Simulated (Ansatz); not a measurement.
Molecule: MnF, net charge 0, septet state. The spin state was set by rule; other spins were not relaxed. 
Structure (B3LYP-D3(BJ)/def2-TZVP (Ansatz, an electronic-structure program) minimum search):
SMILES: [F][Mn]
```xyz
2

Mn     0.0000     0.0000    -0.4869
F      0.0000     0.0000     1.3524
```
Charge 0, spin multiplicity 7.

Dipole moments at this geometry, in debye (magnitudes).

```tsv
level	program	dipole (D)
PBE0/def2-TZVPD	Ansatz	2.60
BHLYP/def2-TZVPD	Ansatz	2.92
r2SCAN0/def2-TZVPD	Ansatz	2.76
CAM-B3LYP/def2-TZVPD	Ansatz	2.64
wB97M-V/def2-TZVPD	Ansatz	…
CCSD(T)/def2-SVPD	Ansatz	…
```

Some entries are withheld; supply them.


- wB97M-V/def2-TZVPD, dipole (D): 2.53
- CCSD(T)/def2-SVPD, dipole (D): 2.80
